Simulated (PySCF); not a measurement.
Simulation results for AlBFH2N, BFH5Si2

Calculation on a computer-drawn molecule: the log of a Hartree-Fock and frozen-core CCSD(T) single point meant for a local Hartree-Fock minimum, with one planted fault or none, to be diagnosed. Offsets are logged minus clean, where the clean run is the same molecule without the fault. The reference is restricted for singlets and unrestricted otherwise, and also for a bond in bohr or an excited solution. Adding or removing an electron swaps singlet and doublet. The excited solution moves the top pair (singlet) or top alpha electron (doublet) to the lowest empty orbital. Highest occupied and lowest empty are orbital energies over both spins, largest force is the largest gradient component, triples share is (T) over the correlation energy, the T1 limit is 0.02 restricted and 0.045 unrestricted, electrons count all cores, a negative frequency is imaginary (commonest isotopes), and the dipole is about the centre of nuclear charge. Program: PySCF 2.14.0.

Common to all runs: meant multiplicity 1; meant basis cc-pV(D+d)Z; logged SCF converged yes; logged CC converged yes; logged SCF stable within its kind yes; possible faults no fault, one electron removed, one electron added, multiplicity raised by two, geometry at a saddle point, SCF held on an excited solution, minimal basis STO-3G, one bond length entered in bohr, all coordinates scaled.

```yaml
- entry: 1
  formula: AlBFH2N
  logged_structure:
    atoms_angstrom:
      - [F, -0.8951, 1.3125, -1.013]
      - [B, 0.1241, 0.7164, -0.371]
      - ["N", 0.1506, -0.6743, -0.1908]
      - [Al, 1.4833, -1.6045, 0.6675]
      - [H, 1.0037, 1.4269, 0.0375]
      - [H, -1.365, -1.5629, -0.9347]
  given:
    meant_charge: 0
    logged_electrons: 36
    logged_basis_functions: 75
    logged_spin_squared: 0.8891
    "logged_highest_occupied [eV]": -9.0631
    "logged_lowest_empty [eV]": 0.68869
    "logged_largest_force [hartree/bohr]": 0.018583
    logged_T1_diagnostic: 0.062847
    logged_D1_diagnostic: 0.2615
    logged_triples_share: 0.034804
    "logged_dipole_magnitude [debye]": 2.1892
    "logged_energy_HF [hartree]": -421.65116
    "logged_energy_CCSD(T) [hartree]": -422.17026
    drawn_bonds_atom: [1, 2, 3, 2, 3]
    drawn_bonds_other_atom: [2, 3, 4, 5, 6]
    drawn_bonds_order: [1, 1, 1, 1, 1]
  results:
    planted_fault: "one bond length entered in bohr, row 5 of the drawn bonds"
    "HF_energy_offset_from_clean_run [kcal/mol]": 84.06
    "CCSD(T)_energy_offset_from_clean_run [kcal/mol]": 86.7
  notes: ["T1 above single-reference limit"]
- entry: 2
  formula: BFH5Si2
  logged_structure:
    atoms_angstrom:
      - [F, -2.341, 0.0096, 0.4228]
      - [B, -1.188, -0.0642, -0.1865]
      - [Si, 0.4728, 0.3296, 0.9998]
      - [Si, 1.4928, 2.4489, 1.5401]
      - [H, -1.0851, -0.3296, -1.3413]
      - [H, 1.1102, -0.876, 1.5635]
      - [H, 1.4355, 2.4809, 3.0098]
      - [H, 2.8531, 2.3098, 0.9965]
      - [H, 0.6782, 3.4748, 0.8771]
  given:
    meant_charge: 1
    logged_electrons: 45
    logged_basis_functions: 99
    logged_spin_squared: 0.7994
    "logged_highest_occupied [eV]": -23.074
    "logged_lowest_empty [eV]": -14.239
    "logged_largest_force [hartree/bohr]": 0.097001
    logged_T1_diagnostic: 0.027528
    logged_D1_diagnostic: 0.1231
    logged_triples_share: 0.027563
    "logged_dipole_magnitude [debye]": 3.9048
    "logged_energy_HF [hartree]": -704.08812
    "logged_energy_CCSD(T) [hartree]": -704.5822
    drawn_bonds_atom: [1, 2, 3, 2, 3, 4, 4, 4]
    drawn_bonds_other_atom: [2, 3, 4, 5, 6, 7, 8, 9]
    drawn_bonds_order: [1, 1, 1, 1, 1, 1, 1, 1]
  results: {}
- entry: 3
  formula: BFH5Si2
  logged_structure:
    atoms_angstrom:
      - [F, -2.341, 0.0096, 0.4228]
      - [B, -1.188, -0.0642, -0.1865]
      - [Si, 0.4728, 0.3296, 0.9998]
      - [Si, 1.4928, 2.4489, 1.5401]
      - [H, -1.0851, -0.3296, -1.3413]
      - [H, 1.1102, -0.876, 1.5635]
      - [H, 1.4355, 2.4809, 3.0098]
      - [H, 2.8531, 2.3098, 0.9965]
      - [H, 0.6782, 3.4748, 0.8771]
  given:
    meant_charge: 1
    logged_electrons: 46
    logged_basis_functions: 33
    logged_spin_squared: 0.0
    "logged_highest_occupied [eV]": -14.239
    "logged_lowest_empty [eV]": -1.9159
    "logged_largest_force [hartree/bohr]": 0.025817
    logged_T1_diagnostic: 0.017676
    logged_D1_diagnostic: 0.075824
    logged_triples_share: 0.035494
    "logged_dipole_magnitude [debye]": 2.1502
    "logged_energy_HF [hartree]": -696.38102
    "logged_energy_CCSD(T) [hartree]": -696.56775
    drawn_bonds_atom: [1, 2, 3, 2, 3, 4, 4, 4]
    drawn_bonds_other_atom: [2, 3, 4, 5, 6, 7, 8, 9]
    drawn_bonds_order: [1, 1, 1, 1, 1, 1, 1, 1]
  results: {}
```

**Q.** Give the missing planted fault for BFH5Si2 (entry 2).
**A.** one electron removed

**Q.** BFH5Si2 (entry 3): planted fault?
**A.** minimal basis STO-3G

Further results for BFH5Si2 (entry 2):

- HF energy offset from clean run: 351.8 kcal/mol
- CCSD(T) energy offset from clean run: 359.2 kcal/mol

Further results for BFH5Si2 (entry 3):

* HF energy offset from clean run: 5188 kcal/mol
* CCSD(T) energy offset from clean run: 5388 kcal/mol
